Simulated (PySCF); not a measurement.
**Li: excitation energy**

Li [He] 2s1 (2S) → Li [He] 3d1 (2D), as a difference of total energies. All numbers are calculated (PySCF 2.14, no relativity, point nucleus, in aug-cc-pVTZ with one added diffuse shell each of s, p, d, f type (6s5p4d3f, 62 functions)). The calculations carry no spin-orbit coupling.

```
method  excitation energy (eV)  error (eV)
   UHF                   3.993      +0.114
   LDA                   3.780      -0.099
   PBE                   3.740      -0.139
  PBE0                   3.820      -0.059
r2SCAN                   3.736      -0.143
  BLYP                   3.695      -0.184
 B97-3                   3.517      -0.362
 B3LYP                   3.802      -0.077
```

Reference: 3.879 eV (measured; NIST levels, between the centres of gravity of the two terms).
